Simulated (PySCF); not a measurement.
Computed properties of Sb(OEt)3 (C₆H₁₅O₃Sb), SMILES CC[O][Sb]([O]CC)[O]CC

Sb(OEt)3 (C6H15O3Sb), SMILES CC[O][Sb]([O]CC)[O]CC. Geometry: PBE0-D3(BJ)/def2-SVP. The isomer is the one that the SMILES or the coordinates give; other isomers of the formula were not compared. The def2 effective core potentials stand for the cores of Sb; spin–orbit coupling is left out. Other conformers were not sampled. All values are computed for the isolated molecule unless a solvent is named; none is compared with measurement here.

**Structure.** All 69 harmonic modes at PBE0-D3(BJ)/def2-SVP (PySCF) are real, so it is a minimum. With heavy atoms numbered as in [Sb:1]([O:2][CH2:3][CH3:4])([O:10][CH2:11][CH3:12])[O:18][CH2:19][CH3:20], the shortest bond between them is O18–C19 at 1.408 Å and the longest Sb1–O18 at 1.993 Å.

**Vibrations.** The strongest infrared lines (harmonic, unscaled, degenerate partners summed) lie at 1138 cm⁻¹ (220 km/mol, C 48 %, O 29 %, H 23 %), 1156 cm⁻¹ (204 km/mol, C 45 %, O 33 %, H 22 %), 1126 cm⁻¹ (100 km/mol, C 49 %, H 26 %, O 25 %). The softest mode is at 30 cm⁻¹ and the zero-point energy is 132.4 kcal/mol.

**Electronic structure.** B3LYP/def2-SVP (PySCF) places the frontier levels at -7.01 and -0.81 eV, a gap of 6.20 eV, and gives a dipole moment of 1.04 D and a mean polarisability of 111.7 bohr³.

**Excitations.** TDA-PBE0/def2-SVP (PySCF) has S1 at 5.45 eV (228 nm, f = 0.027, weak); the most intense of the 6 singlets computed lies at 5.85 eV (f = 0.03). T1 (TDA) is at 4.67 eV, 0.78 eV under S1. No vertical singlet excitation falls in the visible range (under 3.1 eV).
